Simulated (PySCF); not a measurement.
**UHF on Sn (tin, neutral)**

Configuration: [Kr] 4d10 5s1 5p2 6s1, high-spin 5P determinant (an excited configuration). Computed with PySCF 2.14 in aug-cc-pVTZ-PP with ECP28MDF, with scalar relativity through the core potential.

```json
{"Total energy": "-213.038336 hartree", "One-electron energy": "-372.1960 hartree", "Hartree (Coulomb) energy": "176.2469 hartree", "Exchange energy": "-17.0893 hartree", "⟨S²⟩": "6.0033", "⟨L²⟩": "2.045", "Sum of ⟨r⟩": "32.70 bohr", "Sum of ⟨r²⟩": "93.72 bohr²", "Traceless quadrupole moment −½Σ⟨3z² − r²⟩ along its main axis": "1.47 e·bohr²"}
```

```json
{"shell": "4s α", "electrons": "1", "mean orbital energy (eV)": "-164.44", "spread (eV)": "0", "rms radius, mean of both spins (bohr)": "0.879"}
{"shell": "4s β", "electrons": "1", "mean orbital energy (eV)": "-163.77", "spread (eV)": "0", "rms radius, mean of both spins (bohr)": "0.879"}
{"shell": "4p α", "electrons": "3", "mean orbital energy (eV)": "-115.03", "spread (eV)": "0.175", "rms radius, mean of both spins (bohr)": "0.952"}
{"shell": "4p β", "electrons": "3", "mean orbital energy (eV)": "-114.63", "spread (eV)": "0.542", "rms radius, mean of both spins (bohr)": "0.952"}
{"shell": "4d α", "electrons": "5", "mean orbital energy (eV)": "-40.573", "spread (eV)": "0.422", "rms radius, mean of both spins (bohr)": "1.17"}
{"shell": "4d β", "electrons": "5", "mean orbital energy (eV)": "-40.084", "spread (eV)": "0.644", "rms radius, mean of both spins (bohr)": "1.17"}
{"shell": "5s α", "electrons": "1", "mean orbital energy (eV)": "-20.543", "spread (eV)": "0", "rms radius, mean of both spins (bohr)": "2.50"}
{"shell": "5p α", "electrons": "2", "mean orbital energy (eV)": "-11.141", "spread (eV)": "0", "rms radius, mean of both spins (bohr)": "3.09"}
{"shell": "6s α", "electrons": "1", "mean orbital energy (eV)": "-2.876", "spread (eV)": "0", "rms radius, mean of both spins (bohr)": "6.90"}
```

Energies and moments cover only the electrons outside the core potential. The outer electron is Rydberg-like, and this basis confines it to a smaller radius and binds it less than a complete one would.
